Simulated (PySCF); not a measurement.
# Static response to an electric field

Compound: C4H12SSi.
Atom-mapped SMILES: `[CH3:1][CH:2]([CH3:3])[CH2:4][S:5][SiH3:6]` (hydrogens: H7, H8, H9 on C1; H10 on C2; H11, H12, H13 on C3; H14, H15 on C4; H16, H17, H18 on Si6)

Cartesian coordinates in Å at the PBE0-D3(BJ)/def2-SVP level; atoms count from 1:
```xyz
18
C4H12SSi angstrom
C     -0.7509    1.4327   -0.5575
C     -1.2659    0.0747   -0.1037
C     -2.4079   -0.4139   -0.9900
C     -0.1671   -0.9846   -0.0663
S      1.1864   -0.6459    1.1273
Si     2.7433    0.0509   -0.1619
H     -1.5600    2.1788   -0.5641
H      0.0425    1.7990    0.1103
H     -0.3394    1.3778   -1.5798
H     -1.6497    0.1821    0.9270
H     -2.0755   -0.5266   -2.0355
H     -3.2449    0.3009   -0.9840
H     -2.7961   -1.3884   -0.6547
H     -0.5872   -1.9525    0.2474
H      0.2595   -1.1380   -1.0721
H      3.9732    0.0892    0.6809
H      2.4925    1.4131   -0.7246
H      2.9262   -0.8949   -1.3060
```

Level: B3LYP/def2-SVPD (PySCF), static field, nuclei fixed, core orbitals frozen in the response. The polarisability tensor in these axes (au):

```
x   119.99   3.17   3.79
y     3.17  91.23  -3.15
z     3.79  -3.15  91.15
```

Problem. Give the principal values, the mean and the anisotropy Δα = √{½[(α1 − α2)² + (α2 − α3)² + (α1 − α3)²]}.

Solution. Principal values 87.29, 94.34 and 120.73 au; mean 100.79 au = 14.94 Å³ = 16.62 × 10⁻⁴⁰ C²·m²/J; Δα = 30.54 au (30 % of the mean).

Problem. What is the dipole moment, and where does it point?

Solution. (-1.03, 0.07, -1.21) D, 1.59 D in size, pointing from the negative to the positive side. Measured along this direction, the outermost atoms are H16 at the negative end and H11 and H12 at the positive end.

Problem. Traceless (Buckingham) quadrupole moment about the centre of nuclear charge: eigenvalues?

Solution. -3.93, -0.12, 4.05 D·Å. The values depend on the origin, since the dipole doesn't vanish. The electronic extent ⟨r²⟩ about the same centre is 1235 bohr², a root-mean-square distance of 2.29 Å for the 66 electrons.

Problem. Rayleigh depolarisation ratio (linearly polarised light, static tensor)?

Solution. ρ = 3Δα²/(45ᾱ² + 4Δα²) = 2797.5/(457108 + 3730.0) = 0.00607.

Problem. Sum over states: ᾱ = Σ f/ω², ω in Eh. What share falls to these 10 lowest TDDFT singlets (eV, f)? 5.40, 0.0088; 5.81, 0.0080; 6.20, 0.0029; 6.65, 0.0084; 6.80, 0.0104; 6.90, 0.0011; 6.97, 0.0122; 7.12, 0.0246; 7.38, 0.0985; 7.55, 0.0415.

Solution. They add up to 3.20 au, 3.2 % of the 100.79 au; the largest single term is 1.34 au, from the state at 7.38 eV. Terms in order: 0.22, 0.18, 0.06, 0.14, 0.17, 0.02, 0.19, 0.36, 1.34, 0.54 au. Higher excitations give the rest. The strengths listed sum to 0.216.

The structure is a single PBE0-D3(BJ)/def2-SVP conformer in the gas phase; no vibrational or solvent corrections.

The run behind these numbers computed excited states and ΔSCF ions as well. The run took 85 s on one thread of an Arm Neoverse V1, no GPU, on a shared host.
